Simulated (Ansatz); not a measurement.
One change: `[F][Hf]([F])([Cl])[c]1ccccc1` becomes `CCCCc1ccccc1`.

Ansatz, PBE0-D4/def2-TZVP geometries, multiplicity 1. Each molecule was computed in one conformer, which needn't be the lowest.

Elements past krypton have def2 core potentials.

```json
{"property": "LUMO energy (B3LYP/def2-TZVPP) / eV", "`[F][Hf]([F])([Cl])[c]1ccccc1`": "-1.84"}
{"property": "HOMO energy (B3LYP/def2-TZVPP) / eV", "`[F][Hf]([F])([Cl])[c]1ccccc1`": "-7.45"}
{"property": "size of the dipole moment (PBE/def2-TZVPP) / D", "`[F][Hf]([F])([Cl])[c]1ccccc1`": "2.05"}
{"property": "size of the dipole moment (ωB97M-V/def2-TZVPP) / D", "`[F][Hf]([F])([Cl])[c]1ccccc1`": "1.86"}
{"property": "HOMO energy (PBE0/def2-TZVPP) / eV", "`[F][Hf]([F])([Cl])[c]1ccccc1`": "-7.68"}
{"property": "HOMO energy (PBE/def2-TZVPP) / eV", "`[F][Hf]([F])([Cl])[c]1ccccc1`": "-6.69"}
```

Question: Give the same properties after the change, and the shifts. (Estimate.)

Answer: Computed: 
```
                                          property  `CCCCc1ccccc1`  shift
               LUMO energy (B3LYP/def2-TZVPP) / eV           -0.30   1.54
               HOMO energy (B3LYP/def2-TZVPP) / eV           -6.70   0.75
    size of the dipole moment (PBE/def2-TZVPP) / D            0.53  -1.52
size of the dipole moment (ωB97M-V/def2-TZVPP) / D            0.48  -1.38
                HOMO energy (PBE0/def2-TZVPP) / eV           -6.91   0.77
                 HOMO energy (PBE/def2-TZVPP) / eV           -5.94   0.75
```

With PBE0 the HOMO rises by 0.77 eV and the LUMO rises by 1.54 eV, so the gap widens by about 0.77 eV. PBE moves the HOMO by 0.75 eV and ωB97M-V by 0.75 eV. Dipoles are sizes alone; their direction can turn.

B3LYP here is the variant with VWN-RPA as its local correlation; programs differ in this.
